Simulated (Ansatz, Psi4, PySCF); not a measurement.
C6H4Cl (SMILES Clc1[c]cccc1), doublet, at a GFN2-xTB geometry. Base run: REVPBE/6-31G* run with PySCF.

Geometry (Å):
```xyz
11

Cl     2.1771    -0.5919    -0.0729
C      0.5002    -0.1724    -0.0171
C     -0.4888    -1.1109     0.0058
C     -1.8187    -0.8287     0.0496
C     -2.1941     0.5148     0.0728
C     -1.2196     1.4967     0.0508
C      0.1240     1.1710     0.0061
H     -2.5646    -1.6082     0.0662
H     -3.2414     0.7756     0.1076
H     -1.5083     2.5374     0.0686
H      0.8865     1.9346    -0.0111
```
Charge 0, spin multiplicity 2.
Orbitals are unrestricted.
All else is at PySCF's defaults.

The same geometry, method and basis name were run in Ansatz (a program for electronic structure) and Psi4 and PySCF, at each program's defaults and at the settings that a row names. The base is PySCF at its defaults. Differences at the defaults can come from grids, fitting, cores and function types together.

| code and settings | ΔE vs base (mEh) | basis functions | E (Eh) | SCF cycles | dipole (D) |
|---|---|---|---|---|---|
| PySCF, defaults (exact integrals, its default grid, spherical functions) | 0.000 | 110 | -690.98867 | 14 | 2.20 |
| Psi4, defaults (density fitting with its default set, its default grid, Cartesian functions) | -7.211 | 117 | -690.99588 | 11 | 2.20 |
| Ansatz, defaults (factorised integrals, its default grid, Cartesian functions) | -7.147 | 117 | -690.99581 | - | - |
| PySCF, density fitting with def2-universal-jkfit | -0.102 | 110 | -690.98877 | 14 | 2.20 |
| PySCF, fine grid | 0.004 | 110 | -690.98866 | 14 | 2.20 |
| Psi4, exact integrals, spherical functions, fine grid | 0.005 | 110 | -690.98866 | 17 | 2.20 |
| Ansatz, high accuracy, Cartesian functions as the basis file defines them | -7.146 | 117 | -690.99581 | - | - |

Open shells are given as the SCF converged; they aren't shown to be the lowest states, and a large step between rows can be another state.
